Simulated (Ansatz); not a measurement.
# Active spaces for TiO₂, singlet

Computed with Ansatz's Gaussian-basis code (development build). Basis def2-SVP, nonrelativistic, 11 orbitals frozen in the corrections. State-specific CASSCF; RHF is the lowest restricted (open-shell) Hartree–Fock solution met. Small basis; these aren't basis-limit values. Solutions may break the symmetry of the shape. Lower solutions, or ones in other orbitals, may exist.

Geometry:

```xyz
3

O     0.0000    0.9965    1.4773
Ti    0.0000    0.0000    0.0000
O     0.0000    0.9965   -1.4773
```

(1) What do CASSCF and its corrections give against RHF in CAS(12,9), and what are the occupations?

## Answers

(1) CASSCF -5.012 eV, SC-NEVPT2 -14.626 eV; occupations 1.95, 1.94, 1.94, 1.93, 1.93, 1.92, 0.15, 0.13, 0.12.
